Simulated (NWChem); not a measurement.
All runs are NWChem calculations. System: C₃H₈N, charge 0, spin multiplicity 2, at a geometry optimised with UPBE0/def2-SVP. The structure started from a generated list of species. Its SCF solution wasn't tested for a lower state. Level: UB2PLYP/def2-TZVP, 4 core orbitals frozen.

NWChem printed:

```
             Northwest Computational Chemistry Package (NWChem) 7.3.0
             --------------------------------------------------------

                                NWChem Input Module
                                -------------------

 Scaling coordinates for geometry "geometry" by  1.889725989
 (inverse scale =  0.529177249)

 Turning off AUTOSYM since
 SYMMETRY directive was detected!

                             Geometry "geometry" -> ""
                             -------------------------

 Output coordinates in angstroms (scale by  1.889725989 to convert to a.u.)

  No.       Tag          Charge          X              Y              Z
 ---- ---------------- ---------- -------------- -------------- --------------
    1 C                    6.0000    -1.21035700     0.76269400     0.00000000
    2 N                    7.0000    -0.15844600    -0.13049300     0.00000000
    3 C                    6.0000     0.59332000    -0.28415200    -1.21581800
    4 C                    6.0000     0.59332000    -0.28415200     1.21581800
    5 H                    1.0000    -1.75636400     0.87528400     0.93939400
    6 H                    1.0000    -1.75636400     0.87528400    -0.93939400
    7 H                    1.0000     1.30328200     0.55093800    -1.39292000
    8 H                    1.0000    -0.09177600    -0.33104400    -2.07533100
    9 H                    1.0000     1.17056900    -1.22162300    -1.18930500
   10 H                    1.0000    -0.09177600    -0.33104400     2.07533100
   11 H                    1.0000     1.17056900    -1.22162300     1.18930500
   12 H                    1.0000     1.30328200     0.55093800     1.39292000

 Effective nuclear repulsion energy (a.u.)     130.5796109124

            Nuclear Dipole moment (a.u.)
            ----------------------------
        X                 Y               Z
 ---------------- ---------------- ----------------
    -0.0000037795    -0.0000018897    -0.0000000000

      Symmetry information
      --------------------

 Group name             Cs
 Group number              2
 Group order               2
 No. of unique centers     7

      Symmetry unique atoms

     1    2    3    5    7    8    9


 Summary of "ao basis" -> "" (spherical)
 ------------------------------------------------------------------------------
       Tag                 Description            Shells   Functions and Types
 ---------------- ------------------------------  ------  ---------------------
[...]
  mp2_eaf for kh                   118
 Done maket at       69.4s
 Semi-direct pass number   4 of   4  for UHF alpha       at       69.4s
  vrange nnbf                 14744
  mp2_eaftype                   118  avail_ma_in_mb                   385
 EAF : mp2_eaftype filesize         118   15565472.
  mp2_eaf for mointskh                    118
Node 0 wrote     18.3 Mb in      0.0 s     Agg I/O rate:  1891.0 Mb/s
 Done moints_semi at       87.1s
  mp2_eaftype                   118  avail_ma_in_mb                   385
 EAF : mp2_eaftype filesize         118   15565472.
  mp2_eaf for kh                   118
 Done maket at       87.2s
 Done multipass loop at       87.2s

 GA uses MA = F    GA memory limited = T

 Available:
  local mem=  4.42D+07
 global mem=  1.44D+08
 local disk=  0.00D+00
  mp2_memr nvloc                   156
  nvloc new                   156
   1 passes of  12:        6291456                     153913                  93893203.
   1 passes of  12: M     44213256           G      144120032           F      37921800.
  mp2_memr nvloc                   156
  nvloc new                   156
   2 passes of   6:        6291456                     107132                  46971898.
   2 passes of   6: M     44213256           G      144120032           F      37921800.
  mp2_memr nvloc                   156
  nvloc new                   156
   3 passes of   4:        6291456                      91538                  31331462.
   3 passes of   4: M     44213256           G      144120032           F      37921800.

 Semi-direct pass number   1 of   3  for UHF beta        at       87.4s
  vrange nnbf                 14744
  mp2_eaftype                   119  avail_ma_in_mb                   385
 EAF : mp2_eaftype filesize         119   15665731.
  mp2_eaf for mointskh                    119
Node 0 wrote     73.6 Mb in      0.0 s     Agg I/O rate:  2546.4 Mb/s
 Done moints_semi at      105.2s
  mp2_eaftype                   119  avail_ma_in_mb                   385
 EAF : mp2_eaftype filesize         119   15665731.
  mp2_eaf for kh                   119
 Done maket at      105.4s
 Semi-direct pass number   2 of   3  for UHF beta        at      105.4s
  vrange nnbf                 14744
  mp2_eaftype                   119  avail_ma_in_mb                   385
 EAF : mp2_eaftype filesize         119   15665731.
  mp2_eaf for mointskh                    119
Node 0 wrote     73.6 Mb in      0.0 s     Agg I/O rate:  2659.6 Mb/s
 Done moints_semi at      122.6s
  mp2_eaftype                   119  avail_ma_in_mb                   385
 EAF : mp2_eaftype filesize         119   15665731.
  mp2_eaf for kh                   119
 Done maket at      122.8s
 Semi-direct pass number   3 of   3  for UHF beta        at      122.8s
  vrange nnbf                 14744
  mp2_eaftype                   119  avail_ma_in_mb                   385
 EAF : mp2_eaftype filesize         119   15665731.
  mp2_eaf for mointskh                    119
Node 0 wrote     73.6 Mb in      0.0 s     Agg I/O rate:  2444.4 Mb/s
 Done moints_semi at      140.0s
  mp2_eaftype                   119  avail_ma_in_mb                   385
 EAF : mp2_eaftype filesize         119   15665731.
  mp2_eaf for kh                   119
 Done maket at      140.2s
 Done multipass loop at      140.2s

          -------------------------------------------
          DFT energy                    -173.481843377983
          Unscaled MP2 energy             -0.846151724913
          Total DFT+MP2 energy          -173.710304343709
          -------------------------------------------

 -----------------------
 Performance information
 -----------------------

 Timer overhead =  1.42D-07 seconds/call

               Nr. of calls         CPU time (s)                 Wall time (s)                GFlops
             ---------------    -------------------     ------------------------------   -------------------
Name         Min   Avg   Max    Min     Avg     Max     Min     Avg     Max   Mx/calls   Min     Max     Sum
mp2: moin     7     7     7   1.21E+2 1.21E+2 1.21E+2  1.21E+2 1.21E+2 1.21E+2  17.      0.0     0.0     0.0
mp2: make     7     7     7    1.4     1.4     1.4      1.4     1.4     1.4    0.20      0.0     0.0     0.0
mp2: tota     1     1     1   1.22E+2 1.22E+2 1.22E+2  1.22E+2 1.22E+2 1.22E+2 1.22E+2   0.0     0.0     0.0

 The average no. of pstat calls per process was 1.50D+01
 with a timing overhead of 2.14D-06s

 Task  times  cpu:      140.2s     wall:      140.2s

 Total times  cpu:      140.2s     wall:      140.2s
```

Q: Write an NWChem input that would produce this output.

A: Several could match; the one computed here: 
```
start mol
memory heap 200 mb stack 900 mb global 1100 mb
geometry units angstroms nocenter noautoz
  C     -1.210357     0.762694     0.000000
  N     -0.158446    -0.130493     0.000000
  C      0.593320    -0.284152    -1.215818
  C      0.593320    -0.284152     1.215818
  H     -1.756364     0.875284     0.939394
  H     -1.756364     0.875284    -0.939394
  H      1.303282     0.550938    -1.392920
  H     -0.091776    -0.331044    -2.075331
  H      1.170569    -1.221623    -1.189305
  H     -0.091776    -0.331044     2.075331
  H      1.170569    -1.221623     1.189305
  H      1.303282     0.550938     1.392920
  symmetry group Cs
end
basis spherical
  * library def2-tzvp
end
dft
  xc hfexch 0.53 becke88 0.47 lyp 0.73 mp2 0.27
  dftmp2
  odft
  mult 2
  semidirect memsize 60000000 filesize 0
  iterations 100
end
mp2
  freeze core 4
end
task dft energy
```
